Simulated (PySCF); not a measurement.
C₄H₇FSi, SMILES C(/C=C(/[SiH3])F)=C. Coordinates come from a PBE-D3(BJ)/def2-SVP optimisation. The structure was generated by enumeration; whether it is a known compound was not checked. Other conformers were not sampled.

Computed with PySCF with PBE-D3(BJ)/def2-SVP.

Harmonic wavenumbers (cm⁻¹): 106, 133, 147, 177, 243, 386, 403, 433, 624, 657, 679, 793, 861, 880, 892, 895, 917, 933, 1003, 1058, 1179, 1239, 1273, 1382, 1608, 1656, 2168, 2173, 2187, 3074, 3102, 3111, 3178. Rotational constants (GHz): 6.671, 1.338, 1.130; symmetry number 1.

Work out the zero-point energy and the ideal-gas rigid-rotor harmonic-oscillator thermochemistry at 298.15 K and 1 atm.

ZPE = ½ Σ hcν = ½ × 39551 cm⁻¹ = 56.54 kcal/mol. H − E(el) = 62.04 kcal/mol. Entropy in cal/(mol K): translation 39.78, rotation 27.86, vibration 18.39, total 86.03. G − E(el) = 36.39 kcal/mol. Cp = 29.67 cal/(mol K). Modes under 150 cm⁻¹ make the vibrational entropy uncertain.
